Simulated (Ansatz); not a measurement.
C6H12O2, charge +1, quartet, geometry from GFN2-xTB of the parent state (a state made from the parent by changing its charge; the spin is typed, not shown lowest); CAM-B3LYP/3-21G run with Ansatz (an electronic-structure program).

Ansatz was given this input:
Ansatz 0.2 input:
```yaml
crystal:
  periodic: [false, false, false]
  atoms:
    - {symbol: C, position_ang: [-3.89440677, 0.59454652, -0.33914431]}
    - {symbol: C, position_ang: [-2.68001968, -0.31588928, -0.20491072]}
    - {symbol: C, position_ang: [-1.38482384, 0.48734588, -0.11951388]}
    - {symbol: C, position_ang: [-0.17218977, -0.42092200, 0.01524335]}
    - {symbol: O, position_ang: [1.00033746, 0.39177182, 0.08275542]}
    - {symbol: C, position_ang: [2.16802990, -0.25184192, 0.17766581]}
    - {symbol: C, position_ang: [3.31561892, 0.72248799, 0.23727749]}
    - {symbol: O, position_ang: [2.26799694, -1.44948390, 0.20894184]}
    - {symbol: H, position_ang: [-3.81830555, 1.20228703, -1.23782775]}
    - {symbol: H, position_ang: [-4.80696323, 0.00670346, -0.39843415]}
    - {symbol: H, position_ang: [-3.96943663, 1.25962206, 0.51805895]}
    - {symbol: H, position_ang: [-2.78316202, -0.93130463, 0.69123698]}
    - {symbol: H, position_ang: [-2.63196905, -0.98823606, -1.06403610]}
    - {symbol: H, position_ang: [-1.41976689, 1.15834622, 0.74057834]}
    - {symbol: H, position_ang: [-1.26798427, 1.09989802, -1.01525903]}
    - {symbol: H, position_ang: [-0.23298041, -1.03303909, 0.92249391]}
    - {symbol: H, position_ang: [-0.08587689, -1.09870449, -0.84185072]}
    - {symbol: H, position_ang: [3.18703026, 1.38072010, 1.09268432]}
    - {symbol: H, position_ang: [3.31828247, 1.33210993, -0.66271262]}
    - {symbol: H, position_ang: [4.25120428, 0.17893113, 0.32178314]}
basis:
  gaussian:
    orbitals: 3-21G.json
hamiltonian:
  xc: cam_b3lyp
total_charge: 1
magnetization: {spin_polarized: true, initial_magnetization: 3}
```
The basis file holds 3-21G in the JSON format of the Basis Set Exchange.

Question: What does Ansatz print? Leave out banner, timings and long lists.

Answer: 
```
Functional definition: CAM-B3LYP
1180 factors; integrals over basis functions are off by at most 9.0e-4 eV
461 factors; integrals over basis functions are off by at most 5.1e-6 eV
mean field evaluation 1: about -10426.5609 eV, gradient 3.9e1 eV
mean field evaluation 2: about -10429.3176 eV, gradient 3.4e1 eV
mean field evaluation 4: about -10433.5938 eV, gradient 4.5e0 eV
mean field evaluation 8: about -10433.8584 eV, gradient 7.9e-1 eV
mean field evaluation 16: about -10433.8866 eV, gradient 3.2e-2 eV
mean field evaluation 32: about -10433.8867 eV, gradient 5.2e-5 eV
mean field -10433.88666075 eV, -383.4382624400 hartree, gradient 3.0e-5 eV, S^2 3.757745; 6 other end points of the search recorded, 0 dependent functions left out
reference -10433.88680896 eV, -383.4382678867 hartree; 33, 30 occupied and 63, 66 virtual orbitals, 1180 factors
Total energy: -10433.88680896 eV, -383.4382678867 hartree
```
